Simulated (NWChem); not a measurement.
SbH2O2Br; SMILES [OH][Sb]([Br])[OH]

```xyz
6

Sb    -0.3328    -0.7494     0.0000
Br    -0.0437     1.8212     0.0000
O      0.9975    -1.2765    -1.3954
H      0.7230    -0.9187    -2.2638
O      0.9975    -1.2765     1.3954
H      0.7230    -0.9187     2.2638
```
Atoms are numbered in this order, from 1.

This is a stationary point of PBE-D3(BJ)/def2-SVP with def2 effective core potentials on Sb (NWChem), point group Cs. This build's default masses of Se (78.918 u) and Br (79.917 u) are each other's, which moves their modes by up to 0.6 %. def2 effective core potentials on Sb; no spin-orbit coupling.

Task: Is it a minimum? If not, what does it relax to?

Result: No. It has an imaginary frequency of 156i cm⁻¹. Following that mode (on a finer grid) lowers the energy by 4.0 kcal/mol and ends, with real frequencies alone, at point group C1:
```xyz
6

Sb    -0.5969    -0.8437    -0.1492
Br    -0.1984     1.6573     0.3671
O      0.6293    -1.1356    -1.7016
H      1.5567    -1.0741    -1.3884
O      0.6936    -1.4529     1.2622
H      1.0434    -0.6577     1.7161
```
